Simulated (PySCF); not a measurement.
Sn(H)2(Et)(NH2) (C₂H₉NSn), SMILES [SnH2]([CH2]C)[NH2].

Geometry: r2SCAN-D4/def2-SVP. The structure was generated by enumeration; whether it is a known compound was not checked. The def2 effective core potentials stand for the cores of Sn; spin–orbit coupling is left out. Other conformers were not sampled.

The numbers are results of PBE/def2-TZVP run with PySCF, not measurements.

The molecule is in vacuum.

Estimate the frontier levels, gap, dipole moment and polarisability. (An estimate is asked for; the answer gives what the named calculation found.)


```yaml
highest_occupied_level: -5.67 eV
lowest_empty_level: -0.77 eV
orbital_gap: 4.90 eV
dipole_moment: 0.73 D
quadrupole, principal values (traceless, Buckingham form, about the centre of nuclear charge): -6.15, 0.63, 5.51 D·Å
mean_static_polarisability: 76.5 bohr³ (11.34 Å³)
polarisability_principal_values: 67.7, 74.6, 87.3 bohr³
```
